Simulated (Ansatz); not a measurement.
Ansatz (a program for electronic structure) input (B3LYP/6-31G):

Ansatz 0.2 input:
```yaml
crystal:
  periodic: [false, false, false]
  atoms:
    - {symbol: C, position_ang: [0.00000000, 0.00000000, 0.00000000]}
basis:
  gaussian:
    orbitals: 6-31G
hamiltonian:
  xc: {name: B3LYP}
magnetization: {spin_polarized: true, initial_magnetization: 2}
scf: {lower_state_search: full}
```

Output:

```
Functional definition: B3LYP
integrals: 0.00 GiB planned
35 factors; integrals over basis functions are off by at most 1.5e-4 eV
mean field: 0.04 GiB planned
mean field evaluation 1: about -1029.7321 eV, gradient 2.7e0 eV
mean field evaluation 2: about -1029.7320 eV, gradient 2.7e0 eV
mean field evaluation 4: about -1029.7785 eV, gradient 7.7e-2 eV
mean field evaluation 8: about -1029.7784 eV, gradient 1.2e-5 eV
mean field evaluation 16: about -1029.7784 eV, gradient 1.7e-2 eV
mean field evaluation 32: about -1029.7784 eV, gradient 1.7e-5 eV
mean field -1029.77839159 eV, -37.8436578820 hartree, gradient 1.7e-5 eV, S^2 2.000991; 2 other end points of the search recorded, 0 dependent functions left out
reference -1029.77851283 eV, -37.8436623377 hartree; 4, 2 occupied and 5, 7 virtual orbitals, 35 factors
Total energy: -1029.77851283 eV, -37.8436623377 hartree
```
